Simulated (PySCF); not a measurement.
This script is equivalent to a calculation on Se⁺ (selenium, charge +1).

```python
from pyscf import gto, scf, dft, mp, cc
import basis_set_exchange as bse
mol = gto.M(atom="Se 0 0 0", charge=1, spin=3, symmetry="D2h",
            basis=gto.basis.parse(bse.get_basis("Sapporo-DKH3-DZP-2012", elements=["Se"], fmt="nwchem", header=False)),
            nucmod="G")
mf = dft.UKS(mol, xc="M06L").sfx2c1e()
mf.irrep_nelec = {'Ag': (6, 6), 'B1g': (1, 1), 'B2g': (1, 1), 'B3g': (1, 1), 'B1u': (3, 2), 'B2u': (3, 2), 'B3u': (3, 2)}
mf.kernel()
```

Q: What total energy does it give?

A: -2429.321 hartree (calculated).

Q: Which occupied shell lies highest, and where?

A: 4p α, at -16.663 eV.

Q: What is ⟨S²⟩, and what would a pure spin state give?

A: 3.751, against 3.75.
